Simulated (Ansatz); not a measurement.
`O[SiH2]C#[C][GeH2][OH]` + `OC=S` → `O[SiH2]OC=S` + `C#[C][GeH2][OH]`  (ligand exchange at the Si–C bond)

Isolated molecules relaxed with PBE0-D4/def2-TZVP in Ansatz; ΔE leaves out vibrations. CCSD(T)/CBS adds triple-zeta CCSD(T) − MP2 to the extrapolated MP2 energy (def2 sets, frozen cores). This one scheme is used for every species. Functionals use def2-TZVPP. For Ge outer-core shells are correlated without core-valence functions, which leaves a few kJ/mol of doubt a bond. Scalar relativity is left out up to krypton. Each species was taken in one conformer, which may not be the lowest.

CCSD(T)/CBS gives -57.5 kJ/mol.

Another level gave -47.3 kJ/mol. Which?
A. PBE0/def2-TZVPP
B. PBE-D4/def2-TZVPP
C. B2PLYP/def2-TZVPP
D. HF/def2-TZVPP

A. PBE0 -47.3, B2PLYP -56.9, HF/def2-TZVPP -66.5, PBE-D4 -43.3 kJ/mol.

Largest T1 diagnostic among the species: 0.018.

From PBE to PBE0 (25 % exact exchange), in def2-TZVPP and without D4, ΔE moves by −4.9 kJ/mol. In def2-TZVPP, CCSD(T) changes the Hartree–Fock value by +9.5 kJ/mol (the triples alone add +2.2 kJ/mol) and MP2 by +10.0 kJ/mol.
